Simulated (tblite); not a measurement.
C₆H₄F₂OS.
Structure used (GFN2-xTB), in Å, numbered top down from 1:
```
atom  x, y, z in Å
C1     2.454    0.495   -1.192
C2     1.686    0.130   -0.349
C3     0.725   -0.281    0.639
C4    -0.377   -1.160    0.048
C5    -1.372   -0.218   -0.549
F6    -2.208   -0.691   -1.481
C7    -1.338    1.029   -0.102
F8    -2.121    2.044   -0.471
S9    -0.132    1.284    1.263
O10   -0.833    0.901    2.479
H11    3.143    0.800   -1.921
H12    1.215   -0.735    1.501
H13    0.012   -1.840   -0.714
H14   -0.855   -1.758    0.829
```

Calculated harmonic vibrations of the isolated species, GFN2-xTB (tblite), most abundant isotopes, no scaling. Errors from tens to a few hundred cm⁻¹ against measured bands are possible. One conformer, not necessarily the lowest.

Harmonic wavenumbers (cm⁻¹): 49.5, 98.4, 116.3, 176.3, 217.4, 244.2, 264.7, 344.2, 360.0, 394.9, 408.8, 462.1, 516.0, 556.4, 613.3, 657.0, 683.0, 739.8, 868.1, 938.2, 1002.5, 1049.1, 1082.3, 1135.9, 1152.4, 1157.1, 1202.5, 1249.4, 1300.2, 1437.6, 1728.8, 2283.2, 2956.3, 2974.4, 2984.8, 3399.3.

A = 1336, B = 1133, C = 849.2 MHz; mass 161.995 u (most abundant isotopes); point group C1, symmetry number 1.

Problem. Zero-point energy?

Solution. ½Σν̃ = 18402 cm⁻¹ = 220.14 kJ/mol.

Problem. Entropy at 200 K, 1 bar (ideal gas, RRHO, classical rotation)?

Solution. Translation 164.01, rotation 120.14, vibration 73.23: S = 357.4 J/(mol K).

Problem. And Cp and H(200 K) − H(0)?

Solution. Cp = 120.67 J/(mol K), of which vibrations give 87.42 (their classical limit is 36 R = 299.3); H(200 K) − H(0) = 15.03 kJ/mol without the zero-point energy, 8.38 from vibrations.

Problem. How do the functions run with temperature in this model?

Solution. 
```csv
T (K),S (J/(mol K)),Cp (J/(mol K)),H − H(0) (kJ/mol),G − H(0) (kJ/mol),ln q(vib)
100,290.7,75.5,5.16,-23.92,1.36
300,413.6,158.2,29.03,-95.05,6.31
500,508.3,212.7,66.57,-187.59,11.28
800,619.2,257.5,137.84,-357.48,18.02
1000,678.6,275.2,191.22,-487.41,22.01
```

q(vib) and H(0) count from the zero-point level.

Problem. Which modes carry the vibrational entropy at 200 K?

Solution. 49.5 cm⁻¹: 16.94; 98.4 cm⁻¹: 11.36; 116.3 cm⁻¹: 10.04; 176.3 cm⁻¹: 6.87; 217.4 cm⁻¹: 5.39; 244.2 cm⁻¹: 4.62 J/(mol K); the other 30 give 18.00 together.

Problem. What must be added to the electronic energy to get the Gibbs energy at 200 K and 1 bar?

Solution. ZPE + [H(200 K) − H(0)] − T·S = 220.14 + 15.03 − 71.47 = 163.70 kJ/mol.

Hindered rotation and anharmonicity are outside this model. Other conformers, if any are populated, would add a mixing term that is left out. The structure is chiral; the term R ln 2 for an equal mix with its mirror image is left out.
